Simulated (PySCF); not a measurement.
**Mg: excitation energy**

Mg [Ne] 3s2 (1S) → Mg [Ne] 3s1 4s1 (3S), as a difference of total energies. All numbers are calculated (PySCF 2.14, no relativity, point nucleus, in dyall-av3z (20s13p6d4f, 117 functions)). Correlated levels: valence: [Ne] frozen; virtual orbitals above 40 to 60 times the deepest correlated orbital energy dropped. The calculations carry no spin-orbit coupling.

Problem. Order these methods by the excitation energy they give, lowest first.
A. CCSD (valence)
B. MP2 (valence)
C. SCS-MP2 (valence)
D. UHF

Solution. D (33893 cm⁻¹), B (38754 cm⁻¹), C (40095 cm⁻¹), A (40420 cm⁻¹).

Errors of the correlated levels include the incompleteness of this basis and the frozen core.

With two correlated electrons CCSD is exact in that space.

For comparison: 41197 cm⁻¹ (measured; NIST levels).
